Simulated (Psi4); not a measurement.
ethyl chloride (C2H5Cl), singlet, geometry from GFN2-xTB; Psi4 with CCSD(T)/STO-3G.

Input for Psi4:
```
memory 2 GB

molecule mol {
0 1
C    -0.005783    0.814080    0.003881
C     1.499375    0.645713    0.011974
Cl   -0.816446   -0.780030   -0.008581
H    -0.355827    1.333082    0.895817
H    -0.345282    1.341658   -0.887099
H     1.972005    1.625798    0.019483
H     1.818341    0.096360    0.894178
H     1.828785    0.104853   -0.871640
}

set {
  basis sto-3g
  reference rhf
  freeze_core true
  mp2_type conv
  scf_type pk
  puream true
  d_convergence 1e-8
}

energy('ccsd(t)')
print_variables()
```

Problem. Write the output that Psi4 gives for this input, abridged.

Solution. 
```
   => Loading Basis Set <=

    Name: STO-3G
    Role: ORBITAL
    Keyword: BASIS

         ---------------------------------------------------------
                                   SCF
               by Justin Turney, Rob Parrish, Andy Simmonett
                          and Daniel G. A. Smith
                              RHF Reference
         ---------------------------------------------------------

  ==> Geometry <==

    Molecular point group: c1
    Full point group: C1

    Geometry (in Angstrom), charge = 0, multiplicity = 1:

       Center              X                  Y                   Z               Mass
    ------------   -----------------  -----------------  -----------------  -----------------
         C            0.082808616346     0.895667654959     0.004797630903    12.000000000000
         C            1.587966616346     0.727300654959     0.012890630903    12.000000000000
         CL          -0.727854383654    -0.698442345041    -0.007664369097    34.968852682000
         H           -0.267235383654     1.414669654959     0.896733630903     1.007825032230
         H           -0.256690383654     1.423245654959    -0.886182369097     1.007825032230
         H            2.060596616346     1.707385654959     0.020399630903     1.007825032230
         H            1.906932616346     0.177947654959     0.895094630903     1.007825032230
         H            1.917376616346     0.186440654959    -0.870723369097     1.007825032230

  Running in c1 symmetry.

  Rotational constants: A =      1.04796  B =      0.18521  C =      0.16731 [cm^-1]
  Rotational constants: A =  31417.16876  B =   5552.60178  C =   5015.86285 [MHz]
  Nuclear repulsion =  103.222986990232627

  Charge       = 0
  Multiplicity = 1
  Electrons    = 34
  Nalpha       = 17
  Nbeta        = 17

  ==> Algorithm <==

  SCF Algorithm Type is PK.
  DIIS enabled.
  MOM disabled.
  Fractional occupation disabled.
  Guess Type is SAD.
  Energy threshold   = 1.00e-08
  Density threshold  = 1.00e-08
  Integral threshold = 1.00e-12

  ==> Primary Basis <==

  Basis Set: STO-3G
    Blend: STO-3G
    Number of shells: 16
    Number of basis functions: 24
    Number of Cartesian functions: 24
    Spherical Harmonics?: true
    Max angular momentum: 1

  ==> Integral Setup <==

  Using in-core PK algorithm.
   Calculation information:
      Number of atoms:                   8
      Number of AO shells:              16
      Number of primitives:             48
      Number of atomic orbitals:        24
      Number of basis functions:        24

      Integral cutoff                 1.00e-12
      Number of threads:                 1

  Performing in-core PK
  Using 90300 doubles for integral storage.
  We computed 8760 shell quartets total.
  Whereas there are 9316 unique shell quartets.

  ==> DiskJK: Disk-Based J/K Matrices <==

    J tasked:                  Yes
    K tasked:                  Yes
    wK tasked:                  No
    Schwarz Cutoff:          1E-12

  Minimum eigenvalue in the overlap matrix is 2.0944596684E-01.
  Reciprocal condition number of the overlap matrix is 8.6132604442E-02.
    Using symmetric orthogonalization.

  ==> Pre-Iterations <==

  SCF Guess: Superposition of Atomic Densities via on-the-fly atomic UHF (no occupation information).

   -------------------------
    Irrep   Nso     Nmo
   -------------------------
     A         24      24
   -------------------------
    Total      24      24
   -------------------------

  ==> Iterations <==

                        Total Energy        Delta E     RMS |[F,P]|

   @RHF iter SAD:  -530.15598741684050   -5.30156e+02   0.00000e+00
   @RHF iter   1:  -532.26352440336200   -2.10754e+00   9.42580e-03 ADIIS/DIIS
   @RHF iter   2:  -532.30252393455692   -3.89995e-02   2.70879e-03 ADIIS/DIIS
   @RHF iter   3:  -532.30523336629437   -2.70943e-03   3.95964e-04 ADIIS/DIIS
   @RHF iter   4:  -532.30534929241810   -1.15926e-04   4.30660e-05 DIIS
   @RHF iter   5:  -532.30535028395536   -9.91537e-07   9.39894e-06 DIIS
   @RHF iter   6:  -532.30535033636181   -5.24064e-08   1.57207e-06 DIIS
   @RHF iter   7:  -532.30535033820740   -1.84559e-09   2.30829e-07 DIIS
   @RHF iter   8:  -532.30535033824310   -3.56977e-11   2.36552e-08 DIIS
   @RHF iter   9:  -532.30535033824322   -1.13687e-13   4.33825e-09 DIIS
  Energy and wave function converged.

  ==> Post-Iterations <==

    Orbital Energies [Eh]
    ---------------------

    Doubly Occupied:

[...]
    Virtual:

[...]
      24A      0.756336

    Final Occupation by Irrep:
              A
    DOCC [    17 ]
    NA   [    17 ]
    NB   [    17 ]

  @RHF Final Energy:  -532.30535033824322

   => Energetics <=

    Nuclear Repulsion Energy =            103.2229869902326271
    One-Electron Energy =                -939.2392488333042593
    Two-Electron Energy =                 303.7109115048284593
    Total Energy =                       -532.3053503382432154

Computation Completed

Properties will be evaluated at   0.000000,   0.000000,   0.000000 [a0]

Properties computed using the SCF density matrix

 Multipole Moments:

 ------------------------------------------------------------------------------------
     Multipole            Electronic (a.u.)      Nuclear  (a.u.)        Total (a.u.)
 ------------------------------------------------------------------------------------

 L = 1.  Multiply by 2.5417464519 to convert [e a0] to [Debye]
 Dipole X            :         -5.1875692            5.6920572            0.5044880
 Dipole Y            :         -4.4170742            5.2420611            0.8249869
 Dipole Z            :         -0.0519272            0.0588790            0.0069518
 Magnitude           :                                                    0.9670366

 ------------------------------------------------------------------------------------

 MINTS: Wrapper to libmints.
   by Justin Turney

   Calculation information:
      Number of threads:                 1
[...]
	Total:                                     0.003 (MW) /      0.027 (MB)

	Size of irrep 0 of tijab amplitudes:       0.005 (MW) /      0.039 (MB)
	Total:                                     0.005 (MW) /      0.039 (MB)

	Nuclear Rep. energy          =    103.22298699023263
	SCF energy                   =   -532.30535033824322
	One-electron energy          =   -130.05629605914936
	Two-electron energy          =     58.73630045969135
	Reference energy             =   -532.30535033824276

            **************************
            *                        *
            *        CCENERGY        *
            *                        *
            **************************

    Nuclear Rep. energy (wfn)     =  103.222986990232627
    SCF energy          (wfn)     = -532.305350338243215
    Reference energy    (file100) = -532.305350338242761

    Input parameters:
    -----------------
    Wave function   =     CCSD_T
    Reference wfn   =     RHF
    Brueckner       =     No
    Maxiter         =     50
    R_Convergence   =     1.0e-07
    E_Convergence   =     1.0e-06
    Restart         =     Yes
    DIIS            =     Yes
    AO Basis        =     NONE
    ABCD            =     NEW
    Cache Level     =     2
    Cache Type      =     LOW
    Print Level     =     1
    Num. of threads =     1
    # Amps to Print =     10
    Print MP2 Amps? =     No
    Analyze T2 Amps =     No
    Print Pair Ener =     No
    Local CC        =     No
    SCS-MP2         =     False
    SCSN-MP2        =     False
    SCS-CCSD        =     False

MP2 correlation energy -0.1126147802164360
                Solving CC Amplitude Equations
                ------------------------------
  Iter             Energy              RMS        T1Diag      D1Diag    New D1Diag    D2Diag
  ----     ---------------------    ---------   ----------  ----------  ----------   --------
     0        -0.112614780216436    0.000e+00    0.000000    0.000000    0.000000    0.094823
     1        -0.137566552595967    5.749e-02    0.003042    0.012740    0.012740    0.116032
     2        -0.149763304537803    2.145e-02    0.004479    0.019137    0.019137    0.129537
     3        -0.150384172225436    3.206e-03    0.004730    0.020258    0.020258    0.131194
     4        -0.150475628380464    9.886e-04    0.004777    0.020510    0.020510    0.131654
     5        -0.150474714209342    2.374e-04    0.004784    0.020552    0.020552    0.131698
     6        -0.150473738512637    4.288e-05    0.004784    0.020553    0.020553    0.131695
     7        -0.150474338905923    1.552e-05    0.004783    0.020552    0.020552    0.131695
     8        -0.150474472014833    4.052e-06    0.004783    0.020551    0.020551    0.131695
     9        -0.150474405955669    1.072e-06    0.004783    0.020551    0.020551    0.131695
    10        -0.150474388743237    3.036e-07    0.004783    0.020551    0.020551    0.131695
    11        -0.150474390790233    7.364e-08    0.004783    0.020551    0.020551    0.131695

    Iterations converged.

    Largest TIA Amplitudes:
              7   0         0.0175662627
              4   0         0.0082018535
              5   0        -0.0045484958
              9   3        -0.0040923631
              2   0         0.0034094513
              8   6        -0.0022115663
              1   0         0.0021606197
              8   1        -0.0019060519
              0   0        -0.0015996882
              9   2         0.0015945132

    Largest TIjAb Amplitudes:
      7   7   0   0        -0.0847572616
      5   5   3   3        -0.0495336598
      6   6   6   6        -0.0367479408
      3   3   1   1        -0.0358384083
      6   6   1   1        -0.0358051650
      4   7   0   0        -0.0323688769
      7   4   0   0        -0.0323688769
      3   6   1   6        -0.0322727860
      6   3   6   1        -0.0322727860
      3   6   6   1        -0.0273959614

    SCF energy       (wfn)                    = -532.305350338243215
    Reference energy (file100)                = -532.305350338242761

    Opposite-spin MP2 correlation energy      =   -0.101993886945780
    Same-spin MP2 correlation energy          =   -0.010620893270656
    Singles MP2 correlation energy            =   -0.000000000000000
    MP2 correlation energy                    =   -0.112614780216436
      * MP2 total energy                      = -532.417965118459165

    Opposite-spin CCSD correlation energy     =   -0.142282657874203
    Same-spin CCSD correlation energy         =   -0.008191732916030
    Singles CCSD correlation energy           =    0.000000000000000
    CCSD correlation energy                   =   -0.150474390790233
      * CCSD total energy                     = -532.455824729032997

            **************************
            *                        *
            *        CCTRIPLES       *
            *                        *
            **************************

    Wave function   =    CCSD_T
    Reference wfn   =      RHF

    Nuclear Rep. energy (wfn)                =  103.222986990232627
    SCF energy          (wfn)                = -532.305350338243215
    Reference energy    (file100)            = -532.305350338242761
    CCSD energy         (file100)            =   -0.150474390790233
    Total CCSD energy   (file100)            = -532.455824729032997

    Number of ijk index combinations:              220
    Approx. words needed per explicit thread:            1372
    Number of threads for explicit ijk threading:    1

    MKL num_threads set to 1 for explicit threading.

    (T) energy                                =   -0.000883863647598
      * CCSD(T) total energy                  = -532.456708592680570

  Variable Map:
  ----------------------------------------------------------------------------
[...]
  Array Variable Map:
  ----------------------------------------------------------------------------
[...]
[...]
```
